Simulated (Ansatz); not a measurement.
Consider the formal exchange of groups at the Se–Si bond: `O[SiH2][SeH]` + `[SiH3]Br` → `[SeH][SiH2]Br` + `O[SiH3]`.

Gas-phase electronic energies from Ansatz, PBE0-D4/def2-TZVP geometries. CBS: MP2 limit from def2 TZ/QZ plus the TZ coupled-cluster correction, frozen cores. Functionals use def2-TZVPP. B3LYP here is the variant with VWN-RPA as its local correlation; programs differ in this. For Br, Se outer-core shells are correlated without core-valence functions, which leaves a few kJ/mol of doubt a bond. Scalar relativity is left out up to krypton. One conformer a species, not always the lowest.

Problem. Is it downhill or uphill in electronic energy at CCSD(T)/CBS, and by how much? (Estimate.)

Solution. Ansatz gave: Uphill: ΔE = +0.07 eV.

Problem. What do these levels give: revPBE-D4, PBE0-D4, r2SCAN0-D4, ωB97M-V, B2PLYP, PBE-QIDH, PBE, B3LYP, r2SCANh, r2SCAN0, HF/def2-TZVPP, SCS-MP2/def2-QZVPP? (Best estimate.)

Solution. The calculation gave: revPBE-D4 0.07, PBE0-D4 0.07, r2SCAN0-D4 0.08, ωB97M-V 0.08, B2PLYP 0.08, PBE-QIDH 0.07, PBE 0.08, B3LYP 0.08, r2SCANh 0.08, r2SCAN0 0.08, HF/def2-TZVPP 0.09, SCS-MP2/def2-QZVPP 0.06 eV.

Largest T1 diagnostic among the species: 0.011.

Leaving LDA and LC-ωPBE aside and taking each functional with its dispersion term where it has one, the values, not all of them listed here, spread over 0.02 eV, from BLYP-D4 to ωB97M-V.
